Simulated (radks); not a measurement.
Spherical quantum dot in the effective-mass picture: electrons in a hard-walled sphere of radius 3.5, all in effective atomic units (hartree* = m*/eps^2 hartree, bohr* = eps/m* bohr), one dielectric constant everywhere. Method: non-relativistic Kohn-Sham, LDA (Slater exchange, Perdew-Wang correlation), spin-polarised, spherical densities; computed with a radial shooting solver with Libxc functionals. Levels are named by radial order and angular momentum (1s, 1p, 1d, 2s, ...), and open shells are averaged over m. Results are scaled to m* = 0.382 and eps = 16.8, for which hartree* = 36.83 meV and bohr* = 2.327 nm.

N = 31, configuration 1s2 1p6 1d10 1f(up 7, down 6). This is the lowest configuration that the search found. Occupied and some empty levels:

| level | occupation | eigenvalue (meV) | <r> (nm) |
|---|---|---|---|
| 1s up | 1 | 425.49 | 5.629 |
| 1s down | 1 | 425.86 | 5.624 |
| 1p up | 3 | 432.86 | 5.811 |
| 1p down | 3 | 433.24 | 5.809 |
| 1d up | 5 | 445.85 | 5.972 |
| 1d down | 5 | 446.25 | 5.971 |
| 1f up | 7 | 463.81 | 6.110 |
| 1f down | 6 | 464.21 | 6.109 |
| 2s up | 0 | 480.51 | 3.612 |
| 2s down | 0 | 480.64 | 3.612 |
| 1g up | 0 | 486.33 | 6.228 |
| 1g down | 0 | 486.74 | 6.228 |
| 2p up | 0 | 506.16 | 4.245 |
| 2p down | 0 | 506.35 | 4.243 |
| 2d up | 0 | 536.74 | 4.644 |
| 2d down | 0 | 536.96 | 4.643 |

Energy (meV): total 7738.19, kinetic 1942.7, external 0, Hartree 6387.2, exchange-correlation -591.69.
